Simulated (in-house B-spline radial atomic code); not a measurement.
# Solving the quasi-particle equation for 6s up of Bi⁴⁺

Configuration [Xe] 4f14 5d10 6s1, highest spin, start Hartree-Fock, empty levels kept to 2083.33 hartree. Computed with an all-electron radial atomic-structure program (B-spline basis): all electrons, scalar-relativistic (spin-free one-electron X2C), finite nucleus, each spin shell either full or empty, empty states to l = 9 with an (l + 1/2)⁻⁴ tail; G0W0 by contour deformation at full frequency.

Without the two-electron picture change, the correlation of inner shells comes somewhat too large for so heavy an element.

RPA overbinds a lone outer s electron by self-correlation, and G0W0 tends to as well.

At the mean-field level ε = -54.504 eV the matrix elements are Σx = -19.789 eV, v_xc = -19.789 eV and Σc(ε) = -1.966 eV, and the slope of the correlation self-energy is dΣc/dω = -0.0222. The quasi-particle energy solves E = ε + Σx − v_xc + Σc(E).

Problem. What does the linearised equation give?

Solution. Z = 1/(1 − dΣc/dω) = 1/1.0222 = 0.9783. The first-order shift is Σx − v_xc + Σc(ε) = -19.789 − (-19.789) + (-1.966) = -1.966 eV, so E ≈ ε + Z × shift = -54.504 + 0.9783 × (-1.966) = -56.427 eV.

Problem. How does that compare with the full solution and with static screening?

Solution. Solving the equation at full frequency dependence gives E = -56.427 eV, where Σc = -1.923 eV and the weight is 0.979; the linearised value is off by 0 meV. Leaving Z out would give -56.470 eV. Static COHSEX puts -3.363 eV in place of Σc and gives -57.867 eV, 1.44 eV deeper. The tabulated removal energy is 54.856 ± 0.025 eV (NIST, measured); the run leaves out spin-orbit coupling, Breit and QED terms.
